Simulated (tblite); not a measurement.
Species: C₅H₁₀SSe.
Bonds: C1–Se2, Se2–C3, C3–C4, C3–C5, C5–S6, S6–C7, C3–C7. Hydrogens: H8, H9, H10 on C1; H11, H12, H13 on C4; H14, H15 on C5; H16, H17 on C7.

Computed with GFN2-xTB (tblite), gas phase: L-BFGS steps from a force-field or distance-geometry start until the largest atomic force falls under 0.01 eV/Å.

Step 86: E = -604.0311 eV
```
atom  x, y, z in Å  |  force x, y, z in eV/Å
C1      2.5853   -0.1549   -0.2055    0.073   0.002   0.019
Se2     1.0516   -0.5499   -1.3512   -0.043  -0.008   0.017
C3     -0.5435   -0.0659   -0.1831   -0.001  -0.009   0.009
C4     -1.5660   -1.1738   -0.3635   -0.019   0.010   0.001
C5     -0.1870    0.2360    1.2715   -0.008   0.000   0.006
S6     -0.7283    1.9811    1.1403    0.012  -0.040  -0.013
C7     -1.1057    1.3187   -0.5218    0.033  -0.007  -0.011
H8      2.6387   -0.8755    0.6101   -0.019   0.058  -0.033
H9      2.5322    0.8673    0.1623   -0.014  -0.008  -0.011
H10     3.4650   -0.2651   -0.8365   -0.043  -0.005  -0.034
H11    -1.8785   -1.2190   -1.4061    0.025  -0.023  -0.025
H12    -2.4440   -0.9767    0.2505   -0.001  -0.022   0.020
H13    -1.1453   -2.1387   -0.0870    0.001   0.008   0.039
H14    -0.7792   -0.3229    1.9953   -0.027   0.003  -0.011
H15     0.8637    0.1721    1.5439   -0.042  -0.009   0.010
H16    -0.5867    1.8532   -1.3152    0.016   0.055   0.040
H17    -2.1794    1.3258   -0.7138    0.057  -0.003  -0.023
```

Step 87: E = -604.0321 eV
```
atom  x, y, z in Å  |  force x, y, z in eV/Å
C1      2.5866   -0.1526   -0.2069    0.083   0.029   0.021
Se2     1.0514   -0.5549   -1.3462   -0.056  -0.009   0.002
C3     -0.5439   -0.0678   -0.1802   -0.007   0.014  -0.022
C4     -1.5686   -1.1727   -0.3647    0.003   0.003  -0.001
C5     -0.1874    0.2339    1.2737   -0.011  -0.022  -0.009
S6     -0.7294    1.9777    1.1444    0.005  -0.028  -0.023
C7     -1.1053    1.3173   -0.5198    0.030   0.019   0.006
H8      2.6379   -0.8647    0.6160   -0.006   0.051  -0.033
H9      2.5397    0.8740    0.1511   -0.023  -0.024  -0.016
H10     3.4640   -0.2717   -0.8399   -0.044  -0.011  -0.021
H11    -1.8647   -1.2251   -1.4112   -0.006  -0.008  -0.037
H12    -2.4525   -0.9677    0.2377   -0.006  -0.028   0.015
H13    -1.1552   -2.1374   -0.0797    0.012  -0.008   0.064
H14    -0.7765   -0.3267    1.9983   -0.028   0.002  -0.007
H15     0.8644    0.1693    1.5392   -0.027  -0.003   0.037
H16    -0.5878    1.8576   -1.3115    0.012   0.022   0.054
H17    -2.1796    1.3234   -0.7104    0.070   0.001  -0.028
```

Step 88: E = -604.0332 eV
```
atom  x, y, z in Å  |  force x, y, z in eV/Å
C1      2.5882   -0.1478   -0.2072    0.053   0.051   0.002
Se2     1.0499   -0.5694   -1.3396   -0.028  -0.004   0.014
C3     -0.5439   -0.0726   -0.1776   -0.019   0.025  -0.055
C4     -1.5752   -1.1709   -0.3648    0.003  -0.027  -0.017
C5     -0.1871    0.2298    1.2757   -0.017  -0.039  -0.021
S6     -0.7326    1.9715    1.1471    0.000  -0.009  -0.018
C7     -1.0998    1.3140   -0.5205    0.025   0.047   0.019
H8      2.6457   -0.8538    0.6203    0.002   0.046  -0.034
H9      2.5350    0.8815    0.1448   -0.021  -0.049  -0.031
H10     3.4631   -0.2652   -0.8442   -0.047  -0.011  -0.008
H11    -1.8651   -1.2239   -1.4149   -0.010   0.006   0.025
H12    -2.4598   -0.9588    0.2361    0.021  -0.045  -0.023
H13    -1.1679   -2.1391   -0.0788   -0.005   0.020   0.067
H14    -0.7721   -0.3326    2.0020   -0.028  -0.002  -0.004
H15     0.8660    0.1679    1.5346   -0.016  -0.002   0.059
H16    -0.5780    1.8586   -1.3069    0.011  -0.005   0.058
H17    -2.1734    1.3226   -0.7160    0.076   0.000  -0.034
```

Question: Estimate the geometry and energy of step 89. (The exact step hangs on the optimiser's Hessian estimate; all steps are aligned on step 88, rigid shifts and turns removed.)

Answer: E = -604.0348 eV, largest force 0.081 eV/Å
```
atom  x, y, z in Å  |  force x, y, z in eV/Å
C1      2.5911   -0.1419   -0.2083    0.004   0.045  -0.030
Se2     1.0468   -0.5822   -1.3311    0.019  -0.009   0.016
C3     -0.5452   -0.0778   -0.1746   -0.019   0.033  -0.071
C4     -1.5822   -1.1701   -0.3651    0.007  -0.047  -0.018
C5     -0.1884    0.2255    1.2781   -0.024  -0.049  -0.030
S6     -0.7375    1.9650    1.1497   -0.001   0.019   0.009
C7     -1.0933    1.3111   -0.5208    0.014   0.062   0.030
H8      2.6575   -0.8436    0.6216    0.012   0.032  -0.033
H9      2.5309    0.8876    0.1415   -0.015  -0.046  -0.045
H10     3.4598   -0.2566   -0.8545   -0.043  -0.004   0.015
H11    -1.8619   -1.2265   -1.4188   -0.021   0.015   0.060
H12    -2.4696   -0.9500    0.2297    0.030  -0.049  -0.045
H13    -1.1835   -2.1406   -0.0723   -0.006   0.037   0.066
H14    -0.7683   -0.3373    2.0073   -0.035  -0.015   0.000
H15     0.8658    0.1666    1.5306    0.005  -0.003   0.079
H16    -0.5642    1.8594   -1.2995    0.016  -0.023   0.044
H17    -2.1649    1.3233   -0.7235    0.058   0.002  -0.046
```

The energy changes by -0.0016 eV. The first-order estimate −F·Δx gives -0.0021 eV and the mean of the old and new forces, exact on a quadratic surface, -0.0015 eV. The step makes an angle of 78° with the force vector and moves no atom by more than 0.017 Å.

What follows is the cost of the whole relaxation. Hardware: Arm Neoverse V1, one thread (shared host). Cost: 0.97 s.
